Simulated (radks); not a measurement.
Results of a calculation; reference values are marked as such.
Question: These are the eigenvalues of the occupied orbitals of an atom or ion with whole-number occupations (hartree). Level of theory: scalar-relativistic Kohn-Sham, AM05, spin-polarised, spherical densities, finite nucleus; Fermi nuclear charge, rms radius of each element as measured or else 0.836 A^(1/3) + 0.57 fm (a radial shooting solver on a logarithmic mesh with Libxc functionals).

| orbital | eigenvalue |
|---|---|
| 1s up | -847.5903 |
| 1s down | -847.5901 |
| 2s up | -124.6388 |
| 2s down | -124.6036 |
| 2p up | -111.9557 |
| 2p down | -111.9286 |
| 3s up | -23.88958 |
| 3s down | -23.86742 |
| 3p up | -19.72340 |
| 3p down | -19.69864 |
| 3d up | -13.05562 |
| 3d down | -13.02060 |
| 4s up | -5.01528 |
| 4s down | -4.86437 |
| 4p up | -3.81566 |
| 4p down | -3.65867 |
| 4d up | -2.06675 |

Which element is it, and in what charge state? The configuration may be excited. Open shells, if any, are filled with parallel spins first.

Answer: Z = 45, rhodium, charge +4: Rh4+ in [Kr] 4d5. The list shows which subshells hold electrons but not how many an open one holds; the 1s level, -847.59 hartree, gives Z - s = 41.2 by -(Z - s)^2/2, which with screening and relativity narrows Z to a few neighbours, and the depths of the outer levels then fix element, charge and occupations together.
